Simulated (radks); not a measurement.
Results of a calculation; reference values are marked as such.
Question: These are the eigenvalues of the occupied orbitals of an atom or ion with whole-number occupations (hartree). Level of theory: scalar-relativistic Kohn-Sham, LDA (Slater exchange, Perdew-Zunger correlation), spin-polarised, spherical densities, point nucleus (a radial shooting solver on a logarithmic mesh with Libxc functionals).

| orbital | eigenvalue |
|---|---|
| 1s | -1065.656 |
| 2s | -161.4604 |
| 2p | -145.0985 |
| 3s | -31.66107 |
| 3p | -26.31371 |
| 3d | -18.05629 |
| 4s | -5.55808 |
| 4p | -3.93733 |
| 4d | -1.59438 |
| 5s | -0.97511 |

Which element is it, and in what charge state? The configuration may be excited. Open shells, if any, are filled with parallel spins first.

Answer: Z = 50, tin, charge +2: Sn2+ in [Kr] 4d10 5s2. The list shows which subshells hold electrons but not how many an open one holds; the 1s level, -1065.7 hartree, gives Z - s = 46.2 by -(Z - s)^2/2, which with screening and relativity narrows Z to a few neighbours, and the depths of the outer levels then fix element, charge and occupations together.
